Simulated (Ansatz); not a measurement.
Start from `C[O][Ga]([OH])[CH2][SiH3]` and change one atom or group to get `C[O][Ga]([OH])[O]C`.

Ansatz, PBE0-D4/def2-TZVP geometries, multiplicity 1. Each molecule was computed in one conformer, which needn't be the lowest.

Scalar relativity is left out up to krypton.

```csv
property,`C[O][Ga]([OH])[CH2][SiH3]`
HOMO–LUMO gap (PBE/def2-TZVPP) / eV,5.04
HOMO–LUMO gap (PBE0/def2-TZVPP) / eV,7.48
HOMO energy (PBE/def2-TZVPP) / eV,-6.31
LUMO energy (PBE0/def2-TZVPP) / eV,-0.38
size of the dipole moment (PBE/def2-TZVPP) / D,0.99
HOMO–LUMO gap (ωB97M-V/def2-TZVPP) / eV,11.55
```

**Question.** What does the change do to each property? (Estimate.)

**Answer.** Computed: 
```tsv
property	`C[O][Ga]([OH])[O]C`	shift
HOMO–LUMO gap (PBE/def2-TZVPP) / eV	4.53	-0.51
HOMO–LUMO gap (PBE0/def2-TZVPP) / eV	7.08	-0.40
HOMO energy (PBE/def2-TZVPP) / eV	-6.25	0.06
LUMO energy (PBE0/def2-TZVPP) / eV	-0.73	-0.35
size of the dipole moment (PBE/def2-TZVPP) / D	0.19	-0.80
HOMO–LUMO gap (ωB97M-V/def2-TZVPP) / eV	11.30	-0.25
```

Dipoles are sizes alone; their direction can turn.
